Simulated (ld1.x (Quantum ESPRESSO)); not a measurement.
# Configuration tests for F (Z = 9) (PAW)

ld1.x (Quantum ESPRESSO) 7.5 input, shortened:

```
&input
   title='F', zed=9., rel=1, dft='PBE', iswitch=3,
   config='[He] 2s1 2p6'
 /
 &inputp
   pseudotype=3, lpaw=.true., tm=.true., lloc=-2, rcloc=1.00,
   nlcc=.true., new_core_ps=.true.,
   which_augfun='BESSEL', rmatch_augfun=0.80
 /
4
2S  1  0   1.00   0.00  0.80  0.85  0.0
2S  1  0   0.00  -1.75  0.80  0.85  0.0
2P  2  1   6.00   0.00  1.60  1.80  0.0
2P  2  1   0.00   0.25  1.60  1.80  0.0
 &test
   configts(1)='2s1 2p6'
 /
```

Energies are relative to the spin-unpolarised reference configuration 2s1 2p6; without spin polarisation the order of configurations can differ from experiment.

```json
{"valence configuration": "2s2 2p5", "charge": "0", "ΔE all-electron (eV)": "-18.814", "error AE − PS (meV)": "+24"}
{"valence configuration": "2s2 2p4", "charge": "+1", "ΔE all-electron (eV)": "0.577", "error AE − PS (meV)": "+177"}
{"valence configuration": "2s2 2p2", "charge": "+3", "ΔE all-electron (eV)": "99.599", "error AE − PS (meV)": "+1250"}
{"valence configuration": "2s1 2p5", "charge": "+1", "ΔE all-electron (eV)": "19.679", "error AE − PS (meV)": "+37"}
{"valence configuration": "2s2 2p1", "charge": "+4", "ΔE all-electron (eV)": "185.401", "error AE − PS (meV)": "+1872"}
{"valence configuration": "2s2 2p4.5", "charge": "+0.5", "ΔE all-electron (eV)": "-11.270", "error AE − PS (meV)": "+76"}
```

**Question.** What are ΔE and the potential's error for 2s2 2p3?

**Answer.** ΔE = 38.961 eV all-electron; the error (AE − PS) is +589 meV.
